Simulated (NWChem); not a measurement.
Molecule: SiBrClF2; SMILES F[Si](F)(Cl)Br

```xyz
5

F     -1.3097    -0.7726     1.2880
Si    -0.3955    -0.5241     0.0000
F     -1.3097    -0.7726    -1.2880
Cl     1.1221    -1.8604     0.0000
Br     0.3174     1.5304     0.0000
```
Atoms are numbered in this order, from 1.

Computed with NWChem. Coordinates come from a PBE0/def2-SVP optimisation. GIAO values for the isolated, static molecule; σ is the absolute isotropic shielding, δ = σ(reference) − σ with the isolated reference molecule computed at the same levels (19F: trichlorofluoromethane, 29Si: tetramethylsilane). Spin-orbit effects, on the heavy nuclei and on their neighbours, are missing.

Q: Among these, which level gives the highest value of “δ Si2 (ppm)”?
A. BHandHLYP/pcSseg-1
B. LDA (Slater exchange, VWN5)/pcSseg-1
C. PBE/pcSseg-1

A: B, LDA (Slater exchange, VWN5)/pcSseg-1. Values: BHandHLYP/pcSseg-1 -29.2; PBE/pcSseg-1 -25.4; LDA (Slater exchange, VWN5)/pcSseg-1 -20.5
